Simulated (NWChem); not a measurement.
System: CHCl$_{2}$, doublet; SMILES Cl[CH]Cl

Excerpt of the output:

```
             Northwest Computational Chemistry Package (NWChem) 7.3.0
             --------------------------------------------------------

                             Geometry "geometry" -> ""
                             -------------------------

 Output coordinates in angstroms (scale by  1.889725989 to convert to a.u.)

  No.       Tag          Charge          X              Y              Z
 ---- ---------------- ---------- -------------- -------------- --------------
    1 Cl                  17.0000    -0.17385000     0.00779900     1.47043500
    2 C                    6.0000     0.68097300     0.04242000     0.00000000
    3 Cl                  17.0000    -0.17385000     0.00779900    -1.47043500
    4 H                    1.0000     1.69746000    -0.35537400     0.00000000

 Effective nuclear repulsion energy (a.u.)     125.8408490412

  pbe96 is a nonlocal functional; adding pw91lda local functional.

                                 NWChem DFT Module
                                 -----------------

 Summary of "ao basis" -> "ao basis" (spherical)
 ------------------------------------------------------------------------------
       Tag                 Description            Shells   Functions and Types
 ---------------- ------------------------------  ------  ---------------------
 Cl                         def2-svp                 8       18   4s3p1d
 C                          def2-svp                 6       14   3s2p1d
 H                          def2-svp                 3        5   2s1p

 in cosmo_initialize ...

 solvent parameters
 solvname_short: unkn
 solvname_long:  unknown
 dielec:        3.9000

          ---------------
          -cosmo- solvent
          ---------------
 Cosmo: York-Karplus, doi: 10.1021/jp992097l
 dielectric constant -eps-     =   3.90
 screen = (eps-1)/(eps    )    =   0.74359
 surface charge correction     = lagrangian

   van der Waals surface
 --------------------------

 ---------- ATOMIC COORDINATES (A.U.) ------------ VDWR(ANG.) --
     1   -0.32852886    0.01473797    2.77871923     2.050
     2    1.28685238    0.08016218    0.00000000     2.000
     3   -0.32852886    0.01473797   -2.77871923     2.050
     4    3.20773428   -0.67155948    0.00000000     1.300
 number of segments per atom =         32
 number of   points per atom =         32
 atom (   nspa,  nppa )
 ----------------------
    1 (     24,     0 )       0
    2 (     14,     0 )       0
    3 (     24,     0 )       0
    4 (     16,     0 )       0
 number of -cosmo- surface points =       78
 molecular surface =    103.634 angstrom**2
 molecular volume  =     77.791 angstrom**3
 G(cav/disp)       =      1.378 kcal/mol
 -lineq- algorithm             =   0
 -bem- low  level              =   2
 -bem- from -octahedral-
 gaussian surface charge width =   4.50000
 degree of switching           =   1.00000
 switching function tolerance  =   0.00010
 atomic radii =
 --------------
    1 17.000  2.050
    2  6.000  2.000
    3 17.000  2.050
    4  1.000  1.300
 ...... end of -cosmo- initialization ......

            General Information
            -------------------
          SCF calculation type: DFT
          Wavefunction type:  spin polarized.
          No. of atoms     :     4
          No. of electrons :    41
           Alpha electrons :    21
            Beta electrons :    20
          Charge           :     0
          Spin multiplicity:     2
          Use of symmetry is: off; symmetry adaption is: off
          Maximum number of iterations: 150
          AO basis - number of functions:    55
                     number of shells:    25
          Convergence on energy requested:  1.00D-06
          Convergence on density requested:  1.00D-05
          Convergence on gradient requested:  5.00D-04

              XC Information
              --------------
          PerdewBurkeErnzerhof Exchange Functional  1.000
            Perdew 1991 LDA Correlation Functional  1.000 local
           PerdewBurkeErnz. Correlation Functional  1.000 non-local

             Grid Information
             ----------------
          Grid used for XC integration:  medium
          Radial quadrature: Mura-Knowles
          Angular quadrature: Lebedev.
          Tag              B.-S. Rad. Rad. Pts. Rad. Cut. Ang. Pts.
          ---              ---------- --------- --------- ---------
          Cl                  1.00       88           8.0       590
          C                   0.70       49           6.0       434
          H                   0.35       45           7.0       434
          Grid pruning is: on
          Number of quadrature shells:   270
          Spatial weights used:  Erf1

      Superposition of Atomic Density Guess
      -------------------------------------

 Sum of atomic energies:        -956.77112793

      Non-variational initial energy
      ------------------------------

 Total energy =    -957.584223
 1-e energy   =   -1571.539654
 2-e energy   =     488.114582
 HOMO         =      -0.087091
 LUMO         =       0.093569

   convergence    iter        energy       DeltaE   RMS-Dens  Diis-err
 ---------------- ----- ----------------- --------- --------- ---------
     COSMO gas phase
 d= 0,ls=0.0,diis     1   -958.2279194372 -1.08D+03  1.27D-02  1.67D-01
                                                     1.10D-02  1.48D-01
 d= 0,ls=0.0,diis     2   -958.0612528980  1.67D-01  8.51D-03  4.49D-01
                                                     9.10D-03  4.65D-01
 d= 0,ls=0.0,diis     3   -958.2876664993 -2.26D-01  2.18D-03  1.57D-02
                                                     1.99D-03  1.34D-02
 d= 0,ls=0.0,diis     4   -958.2949046081 -7.24D-03  7.16D-04  8.93D-04
                                                     5.31D-04  8.88D-04
 d= 0,ls=0.0,diis     5   -958.2953399128 -4.35D-04  8.00D-05  1.54D-05
                                                     7.52D-05  1.78D-05
  Resetting Diis
 d= 0,ls=0.0,diis     6   -958.2953495801 -9.67D-06  2.46D-05  1.42D-06
                                                     2.56D-05  1.78D-06
 d= 0,ls=0.0,diis     7   -958.2953506005 -1.02D-06  1.31D-05  1.58D-07
                                                     7.45D-06  7.22D-08
 d= 0,ls=0.0,diis     8   -958.2953506205 -2.00D-08  6.11D-06  1.14D-07
                                                     6.10D-06  1.43D-07

[...]

                                   COSMO solvation results
                                   -----------------------

                 gas phase energy =      -958.295350620484
                 sol phase energy =      -958.296732440721
 (electrostatic) solvation energy =         0.001381820237 (    0.87 kcal/mol)

                    DFT Final Alpha Molecular Orbital Analysis
                    ------------------------------------------

 Vector   19  Occ=1.000000D+00  E=-2.914145D-01
              MO Center= -8.3D-03, -1.0D-02, -4.1D-07, r^2= 3.2D+00
   Bfn.  Coefficient  Atom+Function         Bfn.  Coefficient  Atom+Function
  ----- ------------  ---------------      ----- ------------  ---------------
    11      0.426205  1 Cl px                43      0.426205  3 Cl px
     8      0.320270  1 Cl px                40      0.320270  3 Cl px
    51     -0.205465  4 H  s                  5      0.184591  1 Cl px
    37      0.184591  3 Cl px                22     -0.157183  2 C  px
    52     -0.089958  4 H  s                 12     -0.083503  1 Cl py

 Vector   20  Occ=1.000000D+00  E=-2.828803D-01
              MO Center= -1.4D-01,  8.1D-03,  3.7D-07, r^2= 3.3D+00
   Bfn.  Coefficient  Atom+Function         Bfn.  Coefficient  Atom+Function
  ----- ------------  ---------------      ----- ------------  ---------------
    11      0.332462  1 Cl px                13      0.331891  1 Cl pz
    43     -0.332461  3 Cl px                45      0.331891  3 Cl pz
     8      0.261285  1 Cl px                40     -0.261285  3 Cl px
    10      0.248446  1 Cl pz                42      0.248446  3 Cl pz
     5      0.150673  1 Cl px                37     -0.150673  3 Cl px

 Vector   21  Occ=1.000000D+00  E=-1.692714D-01
              MO Center=  3.6D-01,  1.2D-01,  1.2D-08, r^2= 2.3D+00
   Bfn.  Coefficient  Atom+Function         Bfn.  Coefficient  Atom+Function
  ----- ------------  ---------------      ----- ------------  ---------------
    23      0.542418  2 C  py                26      0.432903  2 C  py
    12     -0.375256  1 Cl py                44     -0.375256  3 Cl py
     9     -0.228926  1 Cl py                41     -0.228926  3 Cl py
    21      0.147313  2 C  s                  6     -0.131590  1 Cl py
    38     -0.131590  3 Cl py                20      0.108063  2 C  s

 Vector   22  Occ=0.000000D+00  E=-1.131809D-02
              MO Center=  2.0D-01, -5.0D-02, -2.6D-08, r^2= 3.0D+00
   Bfn.  Coefficient  Atom+Function         Bfn.  Coefficient  Atom+Function
  ----- ------------  ---------------      ----- ------------  ---------------
    21      1.192289  2 C  s                 13      0.629787  1 Cl pz
    45     -0.629787  3 Cl pz                20      0.580043  2 C  s
    52     -0.486046  4 H  s                  4     -0.477146  1 Cl s
    36     -0.477146  3 Cl s                 25     -0.352270  2 C  px
    22     -0.307076  2 C  px                10      0.229876  1 Cl pz

 Vector   23  Occ=0.000000D+00  E= 5.323641D-02
              MO Center=  3.3D-01,  2.2D-02,  3.3D-08, r^2= 2.7D+00
   Bfn.  Coefficient  Atom+Function         Bfn.  Coefficient  Atom+Function
  ----- ------------  ---------------      ----- ------------  ---------------
    27      1.044543  2 C  pz                24      0.618748  2 C  pz
     4     -0.576261  1 Cl s                 36      0.576261  3 Cl s
    13      0.501934  1 Cl pz                45      0.501934  3 Cl pz
    11     -0.483755  1 Cl px                43      0.483755  3 Cl px
     3     -0.190291  1 Cl s                 35      0.190291  3 Cl s

 Vector   24  Occ=0.000000D+00  E= 8.483657D-02
              MO Center=  1.8D+00, -4.3D-01, -4.5D-09, r^2= 2.7D+00
   Bfn.  Coefficient  Atom+Function         Bfn.  Coefficient  Atom+Function
  ----- ------------  ---------------      ----- ------------  ---------------
    52      2.083412  4 H  s                 25     -1.096738  2 C  px
    21     -0.981647  2 C  s                 22     -0.394802  2 C  px
    26      0.331361  2 C  py                13      0.266375  1 Cl pz
    45     -0.266375  3 Cl pz                 4     -0.176873  1 Cl s
    36     -0.176873  3 Cl s                 51      0.148032  4 H  s

                     DFT Final Beta Molecular Orbital Analysis
                     -----------------------------------------

 Vector   18  Occ=1.000000D+00  E=-2.902387D-01
              MO Center= -1.6D-01,  6.0D-03,  5.2D-07, r^2= 3.2D+00
   Bfn.  Coefficient  Atom+Function         Bfn.  Coefficient  Atom+Function
  ----- ------------  ---------------      ----- ------------  ---------------
    12      0.464504  1 Cl py                44     -0.464504  3 Cl py
     9      0.349197  1 Cl py                41     -0.349197  3 Cl py
     6      0.202287  1 Cl py                38     -0.202287  3 Cl py
    11     -0.026169  1 Cl px                43      0.026169  3 Cl px

 Vector   19  Occ=1.000000D+00  E=-2.888107D-01
              MO Center=  1.2D-02, -1.2D-02, -8.1D-07, r^2= 3.2D+00
   Bfn.  Coefficient  Atom+Function         Bfn.  Coefficient  Atom+Function
  ----- ------------  ---------------      ----- ------------  ---------------
    11      0.419575  1 Cl px                43      0.419575  3 Cl px
     8      0.316011  1 Cl px                40      0.316011  3 Cl px
    51     -0.219953  4 H  s                  5      0.182047  1 Cl px
    37      0.182047  3 Cl px                22     -0.157230  2 C  px
    52     -0.103884  4 H  s                 12     -0.100667  1 Cl py

 Vector   20  Occ=1.000000D+00  E=-2.809194D-01
              MO Center= -1.4D-01,  9.5D-03,  3.9D-07, r^2= 3.3D+00
   Bfn.  Coefficient  Atom+Function         Bfn.  Coefficient  Atom+Function
  ----- ------------  ---------------      ----- ------------  ---------------
    11      0.331139  1 Cl px                13      0.332620  1 Cl pz
    43     -0.331139  3 Cl px                45      0.332619  3 Cl pz
     8      0.260010  1 Cl px                40     -0.260010  3 Cl px
    10      0.248468  1 Cl pz                42      0.248468  3 Cl pz
     5      0.150020  1 Cl px                37     -0.150020  3 Cl px

 Vector   21  Occ=0.000000D+00  E=-1.068239D-01
              MO Center=  4.7D-01,  1.5D-01,  5.7D-09, r^2= 2.1D+00
   Bfn.  Coefficient  Atom+Function         Bfn.  Coefficient  Atom+Function
  ----- ------------  ---------------      ----- ------------  ---------------
    23      0.532235  2 C  py                26      0.515995  2 C  py
    12     -0.338425  1 Cl py                44     -0.338425  3 Cl py
     9     -0.194298  1 Cl py                41     -0.194298  3 Cl py
    21      0.123039  2 C  s                  6     -0.110986  1 Cl py
    20      0.110910  2 C  s                 38     -0.110986  3 Cl py

 Vector   22  Occ=0.000000D+00  E= 6.265497D-03
              MO Center=  2.1D-01, -4.7D-02, -2.9D-08, r^2= 3.0D+00
   Bfn.  Coefficient  Atom+Function         Bfn.  Coefficient  Atom+Function
  ----- ------------  ---------------      ----- ------------  ---------------
    21      1.220709  2 C  s                 13      0.624910  1 Cl pz
    45     -0.624910  3 Cl pz                20      0.589246  2 C  s
    52     -0.519026  4 H  s                  4     -0.477446  1 Cl s
    36     -0.477446  3 Cl s                 25     -0.339814  2 C  px
    22     -0.303935  2 C  px                10      0.223436  1 Cl pz

 Vector   23  Occ=0.000000D+00  E= 6.545856D-02
              MO Center=  3.4D-01,  2.0D-02,  3.6D-08, r^2= 2.7D+00
   Bfn.  Coefficient  Atom+Function         Bfn.  Coefficient  Atom+Function
  ----- ------------  ---------------      ----- ------------  ---------------
    27      1.059322  2 C  pz                24      0.616227  2 C  pz
     4     -0.583491  1 Cl s                 36      0.583491  3 Cl s
    13      0.500995  1 Cl pz                45      0.500995  3 Cl pz
    11     -0.484002  1 Cl px                43      0.484002  3 Cl px
     3     -0.189687  1 Cl s                 35      0.189687  3 Cl s

   alpha - beta orbital overlaps
   -----------------------------

   alpha      1      2      3      4      5      6      7      8      9     10
    beta      1      2      3      4      5      6      7      9      8     10
 overlap   1.000  1.000  1.000  1.000  1.000  0.999  0.999  0.958  0.952  0.952

   alpha     11     12     13     14     15     16     17     18     19     20
    beta     11     12     13     14     15     16     17     18     19     20
 overlap   0.958  0.999  1.000  0.999  0.999  1.000  0.989  0.997  0.999  0.997

   alpha     21     22     23     24     25     26     27     28     29     30
    beta     21     22     23     24     25     26     27     28     29     30
 overlap   0.989  0.999  1.000  1.000  0.997  1.000  0.987  0.985  1.000  0.998

   alpha     31     32     33     34     35     36     37     38     39     40
    beta     31     32     33     34     35     36     37     38     39     41
 overlap   0.999  1.000  0.998  0.988  0.997  0.997  0.995  0.990  0.991  0.999

   alpha     41     42     43     44     45     46     47     48     49     50
    beta     40     42     43     44     45     46     47     48     49     50
 overlap   0.993  1.000  0.999  1.000  0.999  0.999  1.000  0.999  0.996  0.993

   alpha     51     52     53     54     55
    beta     51     52     53     54     55
 overlap   0.996  0.994  0.998  1.000  1.000

     --------------------------
     Expectation value of S2:
     --------------------------
      <S2> =      0.7526 (Exact =     0.7500)

[...]
```

Level: PBE/def2-SVP, spin-unrestricted, COSMO on the gas-phase geometry. In the optimisation the excess spin sits in a' (Cs, its own frame). Coordinates come from a PBE0/def2-SVP, spin-unrestricted optimisation. No stability test was run on the SCF state. COSMO prints the solvation energy as gas minus solution, so a positive value is a stabilisation.

Which NWChem input produces such a log?

Several could match; the one computed here: the input that was run:
```
start job
memory heap 200 mb stack 700 mb global 900 mb
geometry units angstroms noautosym nocenter noautoz
  Cl    -0.173850     0.007799     1.470435
  C      0.680973     0.042420     0.000000
  Cl    -0.173850     0.007799    -1.470435
  H      1.697460    -0.355374     0.000000
end
basis spherical
  * library def2-svp
end
dft
  odft
  mult 2
  xc xpbe96 cpbe96
  iterations 150
end
cosmo
  dielec 3.9
end
task dft energy
```
